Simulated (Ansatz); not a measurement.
B2Cl4H2, SMILES `Cl[B@H-]1[Cl+][B@H-](Cl)[Cl+]1` at its PBE0-D4/def2-TZVP geometry, where that method's forces vanish. Charge 0, multiplicity 1.

```tsv
atom	x (Å)	y (Å)	z (Å)
Cl1	-1.380	-1.458	-1.865
B2	-0.025	-1.073	-0.801
Cl3	-0.599	-0.770	1.051
B4	0.026	1.072	0.800
Cl5	1.372	1.472	1.870
Cl6	0.612	0.766	-1.047
H7	0.913	-1.797	-0.788
H8	-0.918	1.788	0.779
```

**Question.** For each bond, give half the difference of the two atoms' forces along it (eV/Å; positive pushes the atoms apart) under PBE-D4, r2SCAN-D4, B3LYP-D4, ωB97M-V in def2-TZVPP. (An estimate is asked.)

**Answer.** Ansatz gave: 
| bond | length (Å) | PBE-D4 | r2SCAN-D4 | B3LYP-D4 | ωB97M-V |
| --- | --- | --- | --- | --- | --- |
| Cl1–B2 | 1.765 | 0.10 | 0.03 | 0.14 | 0.14 |
| B2–Cl3 | 1.962 | 0.13 | 0.17 | 0.23 | 0.10 |
| B2–Cl6 | 1.962 | 0.13 | 0.17 | 0.23 | 0.10 |
| B2–H7 | 1.185 | 0.06 | -0.11 | -0.28 | -0.25 |
| Cl3–B4 | 1.962 | 0.13 | 0.17 | 0.23 | 0.10 |
| B4–Cl5 | 1.765 | 0.10 | 0.03 | 0.14 | 0.14 |
| B4–Cl6 | 1.962 | 0.13 | 0.17 | 0.23 | 0.10 |
| B4–H8 | 1.185 | 0.06 | -0.11 | -0.28 | -0.25 |

B3LYP here is the variant with VWN-RPA as its local correlation; programs differ in this.
